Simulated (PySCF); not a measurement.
# Simulated absorption spectrum

Compound: C₄H₉PSi₂.
Numbering: `[CH2:1]=[CH:2][C:3]#[C:4][Si@H:5]([SiH3:6])[PH2:7]` (hydrogens: H8, H9 on C1; H10 on C2; H11 on Si5; H12, H13, H14 on Si6; H15, H16 on P7)

Computed, not measured: TDDFT B3LYP/def2-SVPD, vertical, gas phase, core orbitals frozen in the response (PySCF 2.14.0, density-fitted response routines). One conformer (not necessarily the lowest) at the GFN2-xTB geometry, without solvent, vibrations or thermal averaging. Torsions of this conformer, `[CH2:1]=[CH:2][C:3]#[C:4][Si@H:5]([SiH3:6])[PH2:7]`: H–P7–Si5–C4 -35°, H–P7–Si5–C4 58°.

Computed states:

```
state  E (eV)       f
   S1    4.72   0.286
   S2    4.85   0.118
   S3    5.22  0.0061
   S4    5.58   0.019
   S5    5.68   0.022
   S6    5.73  0.0015
   S7    6.06   0.024
   S8    6.30  0.0033
```

Each state is given a Gaussian of 0.4 eV full width at half maximum, with ε(max) = 2.175×10⁸ f / Δν̃ (Δν̃ the width in cm⁻¹). The cross-section is σ = 3.8235×10⁻²¹ ε cm², given in Mb (10⁻¹⁸ cm²). The width is an assumption, not a result. The curve ends short of the highest state used, and states not computed would add to its high-energy end.

Q: What does the envelope look like, and where are its maxima?

A: 
(λ (nm), σ (Mb)): (217.6, 10.36), (220.4, 10.56), (223.3, 9.47), (226.2, 7.54), (229.1, 5.61), (231.9, 4.41), (234.8, 4.36), (237.7, 6.10), (240.6, 10.52), (243.5, 18.68), (246.3, 30.72), (249.2, 47.03), (252.1, 65.26), (255.0, 82.12), (257.9, 94.04), (260.7, 98.40), (263.6, 94.79), (266.5, 84.15), (269.4, 69.13), (272.3, 52.77), (275.1, 38.05), (278.0, 25.41), (280.9, 15.95), (283.8, 9.43), (286.7, 5.28), (289.5, 2.87), (292.4, 1.45), (295.3, 0.70), (298.2, 0.33), (301.0, 0.15)

Maxima: 261 nm (4.75 eV), ε about 26000, made up of S1 (73%) and S2 (27%); 219 nm (5.65 eV), ε about 2800, made up of S4 (41%) and S5 (52%) (ε in L mol⁻¹ cm⁻¹; maxima over ε = 5, shares over 10%).

Q: Coming from long wavelengths, where does ε first pass 100 L mol⁻¹ cm⁻¹?

A: At about 298 nm (4.17 eV), 0.55 eV below S1.

Q: What would ε be at 4.75 eV, the highest of these maxima, with half the width (0.2 eV)?

A: About 44300 L mol⁻¹ cm⁻¹ against 25700, a factor of about 1.7; a lone state at its own centre would give exactly 2.

Q: On this curve, what absorbance would a 10⁻⁵ mol/L sample give at 280 nm over a 1 cm path?

A: 280 nm is 4.428 eV, where ε is about 4900 L mol⁻¹ cm⁻¹, so A = ε c l ≈ 0.049 (Beer–Lambert, with the gas-phase spectrum and the assumed width).
